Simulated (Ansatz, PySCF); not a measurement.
CH5AlO2Se (SMILES C[O][Al]([OH])[SeH]), singlet, geometry from GFN2-xTB (such geometries of metal compounds can be far from the true shape), atoms displaced at random by about 0.03 Å a coordinate. Base run: PySCF with HF/STO-3G, gradient.

Input for PySCF:
```python
from pyscf import gto, scf

mol = gto.M(
    atom='''
Al    0.684903   -0.398717    0.139190
O     2.025142   -0.188076    1.036374
H     2.856191   -0.268521    1.509634
O     0.257114   -1.615073   -0.854869
C    -0.088907   -2.697146   -1.786347
H    -0.137251   -2.307503   -2.781179
H     0.693925   -3.454145   -1.706422
H    -0.913995   -3.146882   -1.417273
Se   -0.836946    1.247129    0.296435
H    -0.101553    2.019635    1.247783
''',
    basis='sto-3g',
    charge=0,
    spin=0,
    verbose=4,
)

mf = scf.RHF(mol)
mf.kernel()
g = mf.nuc_grad_method()
grad = g.kernel()
```

Programs used: Ansatz (a first-principles code), PySCF; a row that names a program was run with it.

The coordinate followed is z of atom 6.

Variants of this job, named by their change:

```csv
change,dE/dx (Eh/bohr),net force (Eh/bohr)
base,0.022513,0.000000
finite difference step (bohr) = 1e-3; conv_tol = 1e-11,0.022513,-
density fitting = on; auxbasis_response = off,0.022554,0.002477
finite difference step (bohr) = 0.01; conv_tol = 1e-11,0.022530,-
conv_tol = 1e-4,0.022558,0.000000
code = ansatz,0.022514,0.000000
finite difference step (bohr) = 1e-4; conv_tol = 1e-11,0.022513,-
conv_tol = 1e-6,0.022514,0.000000
finite difference step (bohr) = 0.2; conv_tol = 1e-11,(withheld),-
conv_tol = 1e-11,0.022513,0.000000
density fitting = on,0.022516,0.000000
finite difference step (bohr) = 0.05; conv_tol = 1e-11,0.022937,-
```

### Question
Complete the blanks.

### Answer

- finite difference step (bohr) = 0.2; conv_tol = 1e-11, dE/dx (Eh/bohr): 0.029356

The net force is zero for an exact gradient.
